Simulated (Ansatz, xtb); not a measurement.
**Relative energy of two isomers of C4H3F3**

We compare I, `C=C=CC(F)(F)F`, a singlet, with II, `CC#CC(F)(F)F`, a singlet. Both are isolated molecules in the gas phase, relaxed with r2SCAN-D4/def2-SVP.

I (Å):

```yaml
atoms:
  - { symbol: C, position_ang: [-0.5877, 0.9758, 2.8338] }
  - { symbol: C, position_ang: [-0.2243, 0.6341, 1.6267] }
  - { symbol: C, position_ang: [0.1398, 0.2932, 0.4136] }
  - { symbol: C, position_ang: [0.8681, -0.9782, 0.1038] }
  - { symbol: F, position_ang: [0.1674, -1.7345, -0.7629] }
  - { symbol: F, position_ang: [2.0544, -0.7225, -0.4805] }
  - { symbol: F, position_ang: [1.1009, -1.7169, 1.1947] }
  - { symbol: H, position_ang: [-1.5641, 0.6814, 3.2355] }
  - { symbol: H, position_ang: [0.0760, 1.5612, 3.4804] }
  - { symbol: H, position_ang: [-0.0728, 0.9311, -0.4533] }
```

II (Å):

```xyz
10

C    -0.5657    1.5021    1.6559
C    -0.3088    0.6350    0.5243
C    -0.0934   -0.0917   -0.4241
C     0.1658   -0.9656   -1.5643
F     0.7608   -0.3014   -2.5700
F    -0.9709   -1.4930   -2.0505
F     0.9704   -1.9887   -1.2293
H    -1.4723    2.1051    1.4897
H     0.2775    2.1912    1.8207
H    -0.7107    0.9135    2.5755
```

Estimate E(II) − E(I) at the level CCSD(T)/def2-SVP + ΔMP2/def2-TZVPP.

Calculated at CCSD(T)/def2-SVP + ΔMP2/def2-TZVPP: E(II) − E(I) = +2.3 kcal/mol, so structure I lies lower.

The same difference at several levels:

| level | geometry | E(II) − E(I) (kcal/mol) | departure from the last row (kcal/mol) | job, with rough time for the two |
| --- | --- | --- | --- | --- |
| r2SCAN-D4/def2-SVP | r2SCAN-D4/def2-SVP | +4.4 | +2.1 | optimisation, 1.9 min |
| HF/def2-SVP | r2SCAN-D4/def2-SVP | +1.9 | −0.4 | part of the CCSD(T) run |
| MP2/def2-SVP | r2SCAN-D4/def2-SVP | −2.8 | −5.1 | part of the CCSD(T) run |
| CCSD(T)/def2-SVP | r2SCAN-D4/def2-SVP | +1.6 | −0.7 | single point |
| CCSD(T)/def2-SVP + ΔMP2/def2-TZVPP | r2SCAN-D4/def2-SVP | +2.3 |  | single point, 1.7 min |

As drawn, II has 1 C–C, 1 C≡C in place of 2 C=C.

MP2/def2-SVP puts the two in the other order. The largest departure from CCSD(T)/def2-SVP + ΔMP2/def2-TZVPP is that of MP2/def2-SVP, 5.1 kcal/mol. Levels run at GFN2-xTB geometries aren't shown. The last row adds to CCSD(T) the change of the MP2 difference between the two basis sets, here +0.7 kcal/mol.

With thermal terms from frequencies at re-optimised GFN2-xTB minima (ideal gas, soft modes damped towards free rotors, one conformer each, 298.15 K, 1 atm): on the last row, ΔE + ΔZPE = +2.8, ΔH = +3.1, ΔG = +2.5 kcal/mol.

The correlated steps freeze 7 core orbitals. Programs: Ansatz 0.2.0, xtb 6.7.1; the last row on 2 threads of Arm Neoverse N1 on a shared host.
